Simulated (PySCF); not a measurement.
**Core-level binding energies of (Br2B-mu-SH)2**

(Br2B-mu-SH)2.
Z-matrix (Å and degrees, PBE0-D3(BJ)/def2-SVP geometry), rows numbered from 1:
```
B 
Br  1  1.9616
Br  1  1.9618  2  116.80
S   1  1.9902  2  111.25  3  -127.25
B   4  1.9908  1   84.31  2  -114.89
Br  5  1.9610  4  110.06  1  -114.40
Br  5  1.9620  4  111.06  1   114.68
S   5  1.9920  4   95.72  1     0.72
H   4  1.3527  1   97.47  2   -18.25
H   8  1.3532  1   97.43  2  -147.28
```

Computed, not measured: PySCF, delta-SCF UKS SCAN, pcX-2 on the ionised atom, pcseg-1 elsewhere, spin-free X2C. Vertical ΔSCF values, vacuum level as zero.

Problem. List the computed XPS lines with their assignment.

Solution. 
```json
{"atom(s)": "S4/S8", "bonded to": "H and 2 B", "level": "S 1s", "binding energy (eV)": "2478.73", "count": "2"}
{"atom(s)": "B1/B5", "bonded to": "2 Br and 2 S", "level": "B 1s", "binding energy (eV)": "198.43", "count": "2"}
```

Problem. Which effective nuclear charge Zeff reproduces each element's mean 1s value in the hydrogen-like formula E = 13.606 eV × Zeff²?

Solution. B (Z = 5): mean 198.4 eV, Zeff = 3.82, Z − Zeff = 1.18; S (Z = 16): mean 2478.7 eV, Zeff = 13.50, Z − Zeff = 2.50. Means run over the listed sites, weighted by atom count.

The first atom of each set that the bonding makes equivalent was ionised and stands for the set. Not every level is listed. No level of bromine is listed. The structure is a single PBE0-D3(BJ)/def2-SVP conformer in the gas phase; no vibrational or solvent corrections.

Hardware: one thread of an Arm Neoverse V1, no GPU, on a shared host. Cost: 41 s of wall time, 0.76 GiB resident at most.
